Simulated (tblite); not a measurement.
Species: C₃H₁₅NSi₃.
Z-matrix (Å and degrees, GFN2-xTB geometry), rows numbered from 1:
```
C 
C   1  1.5242
C   2  1.5244  1  110.09
Si  2  1.9279  1  110.79  3  -124.04
N   4  1.7432  2  102.44  1  -176.26
Si  4  2.3266  2  110.96  1    72.92
Si  4  2.3396  2  107.81  1   -55.88
H   1  1.0901  2  110.94  3   -57.52
H   1  1.0892  2  110.43  3    62.11
H   1  1.0892  2  111.07  3  -177.75
H   2  1.0966  1  107.70  3   117.15
H   3  1.0889  2  110.44  1   -59.08
H   3  1.0872  2  110.68  1  -178.91
H   3  1.0902  2  110.94  1    60.72
H   5  1.0082  4  119.28  2    48.61
H   5  1.0071  4  118.94  2  -173.75
H   6  1.4687  4  110.78  2  -173.60
H   6  1.4677  4  111.56  2   -56.02
H   6  1.4663  4  116.62  2    65.44
H   7  1.4687  4  111.46  2  -151.45
H   7  1.4659  4  112.35  2    89.68
H   7  1.4691  4  115.35  2   -31.80
```

All values are computed: GFN2-xTB (tblite) harmonic vibrations without scaling, gas phase. The method is semi-empirical: single wavenumbers can be off by several per cent or more. Modes of hydrogen on silicon can be 10 to 20 % off. One conformer, not necessarily the lowest.

Harmonic wavenumbers (cm⁻¹): 36.0, 48.7, 62.9, 87.8, 98.4, 114.2, 164.2, 167.3, 207.8, 224.2, 241.5, 270.7, 302.9, 369.6, 392.9, 403.3, 404.3, 434.1, 445.3, 503.0, 531.2, 638.7, 766.0, 793.9, 805.4, 812.3, 817.8, 826.5, 828.6, 850.7, 946.0, 947.3, 993.8, 1033.8, 1135.6, 1179.3, 1272.7, 1312.5, 1413.6, 1426.3, 1501.8, 1508.8, 1512.7, 1518.3, 1533.2, 2194.8, 2202.7, 2206.0, 2210.2, 2224.1, 2228.0, 2902.1, 2994.1, 2998.8, 3008.4, 3016.1, 3018.6, 3038.3, 3461.2, 3498.7.

A = 1301, B = 1116, C = 885.0 MHz; mass 149.051 u (most abundant isotopes); point group C1, symmetry number 1.

Task: What is the zero-point energy?

Result: Half the sum of the wavenumbers: 36544 cm⁻¹ = 104.48 kcal/mol.

Task: Entropy at 400 K, 1 bar (ideal gas, RRHO, classical rotation)?

Result: Translation 42.39, rotation 30.78, vibration 62.86: S = 136.0 cal/(mol K).

Task: And Cp and H(400 K) − H(0)?

Result: Cp = 62.64 cal/(mol K), of which vibrations give 54.69 (their classical limit is 60 R = 119.2); H(400 K) − H(0) = 15.54 kcal/mol without the zero-point energy, 12.36 from vibrations.

Task: Which modes carry the vibrational entropy at 400 K?

Result: 36.0 cm⁻¹: 6.05; 48.7 cm⁻¹: 5.45; 62.9 cm⁻¹: 4.94; 87.8 cm⁻¹: 4.29; 98.4 cm⁻¹: 4.06; 114.2 cm⁻¹: 3.77 cal/(mol K); the other 54 give 34.29 together.

Task: How do the functions run with temperature in this model?

Result: 
| T (K) | S (cal/(mol K)) | Cp (cal/(mol K)) | H − H(0) (kcal/mol) | G − H(0) (kcal/mol) | ln q(vib) |
| --- | --- | --- | --- | --- | --- |
| 150 | 89.9 | 34.0 | 3.21 | -10.28 | 5.58 |
| 250 | 110.4 | 46.9 | 7.28 | -20.33 | 9.98 |
| 298.15 | 119.2 | 52.4 | 9.67 | -25.86 | 12.00 |
| 600 | 164.5 | 78.0 | 29.70 | -69.01 | 23.44 |
| 900 | 199.3 | 93.5 | 55.60 | -123.78 | 33.14 |

q(vib) and H(0) count from the zero-point level.

Task: Blend soft modes into free rotors: weight 1/[1 + (100 cm⁻¹/ν̃)⁴] for the oscillator and the rest for a rotor with moment μB/(μ + B), μ = h/(8π²ν), B = 10⁻⁴⁴ kg m². What vibrational entropy results?

Result: 56.87 cal/(mol K) in place of 62.86, which changes −T·S at 400 K by +2.40 kcal/mol.

Hindered rotation and anharmonicity are outside this model. Other conformers, if any are populated, would add a mixing term that is left out. The structure is chiral; the term R ln 2 for an equal mix with its mirror image is left out.

Hardware: Arm Neoverse N1, one thread, no GPU, shared host with 64 logical CPUs at a one-minute load of 55. Cost: 2.0 s of wall time. The figure is for the frequency step alone.
